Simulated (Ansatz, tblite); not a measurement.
[M(NH3)2] with several metals: vertical IE (eV) at several levels, gas phase, relaxed structures; Ansatz, xTB through tblite. Core potentials for Ag, Au in the def2 sets, no spin–orbit coupling. Raw xTB energies of ions are shifted by several eV. Names give formal oxidation states. The structures are stationary points that may keep the symmetry of their start.

| species | state | geometry | GFN1-xTB | PBE-D4/def2-TZVP | r2SCAN-D4/def2-TZVP |
| --- | --- | --- | --- | --- | --- |
| [Cu(NH3)2]+ (CuN2H6⁺) | singlet to doublet | PBE0-D4/def2-TZVP | 18.93 | 14.66 | 14.40 |
| [Ag(NH3)2]+ (AgN2H6⁺) | singlet to doublet | PBE-D4/def2-TZVP | 19.43 | 14.73 | 14.72 |
| [Au(NH3)2]+ (AuN2H6⁺) | singlet to doublet | PBE-D4/def2-TZVP | 19.88 | 14.89 | 14.87 |

Problem. Estimate the column for PBE0-D4/def2-TZVP.

Solution. [Cu(NH3)2]+ (CuN2H6⁺) 14.32; [Ag(NH3)2]+ (AgN2H6⁺) 14.84; [Au(NH3)2]+ (AuN2H6⁺) 14.82.

Over the 3 species that have every level, the mean is 19.41 at GFN1-xTB, 14.76 at PBE-D4/def2-TZVP, 14.66 at r2SCAN-D4/def2-TZVP, 14.66 at PBE0-D4/def2-TZVP.
